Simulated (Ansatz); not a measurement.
Calculated with Ansatz (gas phase, PBE0-D4/def2-TZVP geometries, no zero-point term in ΔE). CBS: MP2 limit from def2 TZ/QZ plus the TZ coupled-cluster correction, frozen cores. This one scheme is used for every species. DFT in def2-TZVPP. B3LYP here is the variant with VWN-RPA as its local correlation; programs differ in this. One conformer a species, not always the lowest.

Reaction (redistribution): `CO[SiH](N)[SiH3]` + `N[SiH](F)BCl` → `CO[Si@@H](N)[Si@H](N)F` + `[SiH3]BCl`

Problem. Is it downhill or uphill in electronic energy at CCSD(T)/CBS, and by how much? (Best estimate.)

Solution. Computed: Nearly level: ΔE = +0.03 eV.

Problem. What do these levels give: r2SCAN-D4, PBE0-D4, B3LYP-D4, ωB97X-V, B2PLYP, PBE, r2SCAN, B3LYP, CCSD(T)/def2-TZVPP, SCS-MP2/def2-QZVPP, HF/CBS(def2), MP2/CBS(def2)? (Estimate.)

Solution. Computed: r2SCAN-D4 0.02, PBE0-D4 0.02, B3LYP-D4 0.01, ωB97X-V 0.02, B2PLYP 0.03, PBE 0.02, r2SCAN 0.03, B3LYP 0.02, CCSD(T)/def2-TZVPP 0.03, SCS-MP2/def2-QZVPP 0.03, HF/CBS(def2) 0.05, MP2/CBS(def2) 0.03 eV.

Largest T1 diagnostic among the species: 0.014.
